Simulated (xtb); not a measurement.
C2H10Si2, SMILES C[SiH](C)[SiH3]. All values are semi-empirical tight-binding results from xtb (GFN2-xTB unless named), good for trends rather than for accurate numbers. Geometry optimised at GFN2-xTB.

Optimised geometry:

```xyz
14

Si     1.6888    -0.4944     0.3779
Si    -0.3421     0.2197    -0.4811
C     -1.0027     1.7296     0.4776
C     -1.6572    -1.1566    -0.3758
H      2.7280     0.5371     0.3000
H      2.2196    -1.6639    -0.3297
H      1.6135    -0.8820     1.7914
H     -0.2583     0.6212    -1.9015
H     -0.3043     2.5600     0.4284
H     -1.9519     2.0765     0.0786
H     -1.1564     1.4951     1.5280
H     -1.8056    -1.4849     0.6498
H     -1.3603    -2.0258    -0.9557
H     -2.6199    -0.8244    -0.7544
```
Charge 0, spin multiplicity 1.

The point group as xtb finds it is Cs and the orbital gap comes out as 4.48 eV. The dipole moment comes out as 0.68 D and the zero-point energy is 66.0 kcal/mol. The G − E(el) at 298.15 K (modified RRHO) is 45.3 kcal/mol, the static polarisability (D4 model) comes out as 83.9 bohr³ and the solvation energy, GFN2-xTB/ALPB(water) comes out as -0.5 kcal/mol. The solvation energy, GFN2-xTB/ALPB(ch2cl2) is -3.4 kcal/mol.

### Question
Give the atomic charges and the Wiberg bond orders between heavy atoms. (An estimate is asked for; the answer gives what the named calculation found.)

### Answer
charges (e) Si1 0.36, Si2 0.38, C3 -0.20, C4 -0.20, H5 -0.12, H6 -0.12, H7 -0.11, H8 -0.10, H9 0.01, H10 0.03, H11 0.02, H12 0.02, H13 0.01, H14 0.03. Bond orders Si1–Si2 0.84, Si2–C3 0.91, Si2–C4 0.91.
